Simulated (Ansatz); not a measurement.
A displaced shape of singlet CdCl2:

```yaml
atoms:
  - { symbol: Cl, position_ang: [-0.0083, 0.0490, -2.2711] }
  - { symbol: Cd, position_ang: [0.0376, 0.0157, 0.0290] }
  - { symbol: Cl, position_ang: [-0.0301, -0.0270, 2.3059] }
```

It was optimised with PBE0/def2-SVP (with the core potentials of the set past Kr) in Ansatz (development build ahead of 0.2.0) to forces under 0.001 eV/Å, with restricted orbitals. Each step stands on the lowest determinant of that kind that the program's search found.

Problem. What shape does it relax to, and how does the optimisation go?

Solution.

```xyz
3

Cl    0.0106    0.0504   -2.2550
Cd   -0.0003    0.0126    0.0213
Cl   -0.0112   -0.0252    2.2975
```

Bond lengths: Cl1–Cd2 2.277 Å, Cd2–Cl3 2.277 Å. Angles: Cl1–Cd2–Cl3 180.0°.

```json
{"step": "1", "E − E(start) (eV)": "0.0000", "largest force (eV/Å)": "0.3416"}
{"step": "2", "E − E(start) (eV)": "-0.0056", "largest force (eV/Å)": "0.0362"}
{"step": "3", "E − E(start) (eV)": "-0.0061", "largest force (eV/Å)": "0.0068"}
{"step": "4", "E − E(start) (eV)": "-0.0062", "largest force (eV/Å)": "0.0000"}
```

The optimisation ended after 4 steps with its threshold met.
